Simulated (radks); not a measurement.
Species: the promethium ion Pm2+. Configuration: [Xe] 4f4 6p1 (not the ground configuration). Calculated with a radial shooting solver on a logarithmic mesh with Libxc functionals: Dirac Kohn-Sham, PBE, spin-unpolarised, spherical densities, finite nucleus; open shells fill j = l - 1/2 first; Fermi nuclear charge, rms radius 4.962 fm.

Unscreened Slater integrals over Kohn-Sham orbitals (hartree). Large and small components are both included. Empty in this configuration: 4f7/2.

integral,value
"F0(6p1/2,6p1/2)",0.22275
"F0(6p1/2,4f5/2)",0.29078
"G2(6p1/2,4f5/2)",0.011736
"F0(6p1/2,5p3/2)",0.27709
"G2(6p1/2,5p3/2)",0.018950
"F0(6p1/2,5p1/2)",0.27865
"G0(6p1/2,5p1/2)",0.013710
"F0(6p1/2,4f7/2)",0.29058
"G4(6p1/2,4f7/2)",0.010817
"F0(4f5/2,4f5/2)",0.99198
"F2(4f5/2,4f5/2)",0.46445
"F4(4f5/2,4f5/2)",0.28996
"F0(4f5/2,5p3/2)",0.64942
"F2(4f5/2,5p3/2)",0.23170
"G2(4f5/2,5p3/2)",0.12565
"G4(4f5/2,5p3/2)",0.096438
"F0(4f5/2,5p1/2)",0.67574
"G2(4f5/2,5p1/2)",0.14208
"F0(4f5/2,4f7/2)",0.98674
"F2(4f5/2,4f7/2)",0.46178
"F4(4f5/2,4f7/2)",0.28825
"G2(4f5/2,4f7/2)",0.46096
"G4(4f5/2,4f7/2)",0.28776
"G6(4f5/2,4f7/2)",0.20661
"F0(5p3/2,5p3/2)",0.54650
"F2(5p3/2,5p3/2)",0.29562
"F0(5p3/2,5p1/2)",0.55975
"G2(5p3/2,5p1/2)",0.30033
"F0(5p3/2,4f7/2)",0.64797
"F2(5p3/2,4f7/2)",0.23293
"G2(5p3/2,4f7/2)",0.12777
"G4(5p3/2,4f7/2)",0.097815
"F0(5p1/2,5p1/2)",0.57438
"F0(5p1/2,4f7/2)",0.67412
"G4(5p1/2,4f7/2)",0.10929
"F0(4f7/2,4f7/2)",0.98157
"F2(4f7/2,4f7/2)",0.45919
"F4(4f7/2,4f7/2)",0.28659
"F6(4f7/2,4f7/2)",0.20575
